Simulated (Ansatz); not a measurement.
cyclopentanone (C₅H₈O), singlet, at a GFN2-xTB geometry; CCSD(T)/6-31G** (Ansatz, a quantum-chemistry and plane-wave program).

Ansatz was given this input:
Ansatz 0.2 input:
```yaml
crystal:
  periodic: [false, false, false]
  atoms:
    - {symbol: O, position_ang: [0.87537310, 1.89876563, -0.35725549]}
    - {symbol: C, position_ang: [0.37959572, 0.82337841, -0.15491983]}
    - {symbol: C, position_ang: [1.12822729, -0.48061669, 0.02883662]}
    - {symbol: C, position_ang: [0.06033799, -1.56791212, -0.04754620]}
    - {symbol: C, position_ang: [-1.19163010, -0.88596563, 0.50924683]}
    - {symbol: C, position_ang: [-1.10303578, 0.53525941, -0.03911772]}
    - {symbol: H, position_ang: [1.92578836, -0.58504964, -0.70535867]}
    - {symbol: H, position_ang: [1.59131385, -0.45285207, 1.01834905]}
    - {symbol: H, position_ang: [0.33028268, -2.46089812, 0.51376258]}
    - {symbol: H, position_ang: [-0.10497291, -1.85408406, -1.08762352]}
    - {symbol: H, position_ang: [-1.14947978, -0.86694046, 1.59958820]}
    - {symbol: H, position_ang: [-2.10743946, -1.39392016, 0.21152703]}
    - {symbol: H, position_ang: [-1.52542668, 0.59576747, -1.04523879]}
    - {symbol: H, position_ang: [-1.60402156, 1.28299175, 0.57403985]}
basis:
  gaussian:
    orbitals: 6-31G__.json
magnetization: {spin_polarized: false}
correlation: {method: ccsd_t}
```
The basis file holds 6-31G** in the JSON format of the Basis Set Exchange.

The log (banner, timings and long lists left out):

```
Functional definition: HF
1264 factors; integrals over basis functions are off by at most 1.3e-3 eV
mean field evaluation 1: about -7312.3987 eV, gradient 4.1e1 eV
mean field evaluation 2: about -7312.4723 eV, gradient 4.1e1 eV
mean field evaluation 4: about -7316.4460 eV, gradient 5.4e0 eV
mean field evaluation 8: about -7316.5455 eV, gradient 5.1e-1 eV
mean field evaluation 16: about -7316.3683 eV, gradient 5.4e0 eV
mean field -7316.54760833 eV, -268.8781652719 hartree, gradient 6.0e-6 eV, S^2 0.000000; 0 other end points of the search recorded, 0 dependent functions left out
6 core orbitals not correlated
reference -7316.54760833 eV, -268.8781652719 hartree; 17, 17 occupied and 107, 107 virtual orbitals, 1264 factors
second order -23.60351904 eV of doubles, -0.00000000 eV of singles
cycle   1  -24.20786310 eV  change   -6.0e-1 eV  update   1.1e-1
cycle   2  -24.80416265 eV  change   -6.0e-1 eV  update   3.4e-2
cycle   3  -24.97757500 eV  change   -1.7e-1 eV  update   1.8e-2
cycle   4  -24.97281944 eV  change    4.8e-3 eV  update   4.4e-3
cycle   5  -24.97306739 eV  change   -2.5e-4 eV  update   1.8e-3
cycle   6  -24.97350138 eV  change   -4.3e-4 eV  update   5.9e-4
cycle   7  -24.97307077 eV  change    4.3e-4 eV  update   2.1e-4
cycle   8  -24.97301848 eV  change    5.2e-5 eV  update   7.1e-5
cycle   9  -24.97305456 eV  change   -3.6e-5 eV  update   2.5e-5
perturbative correction -0.83382887 eV, -0.0306426457 hartree
Total energy: -7342.35449176 eV, -269.8265507455 hartree
```
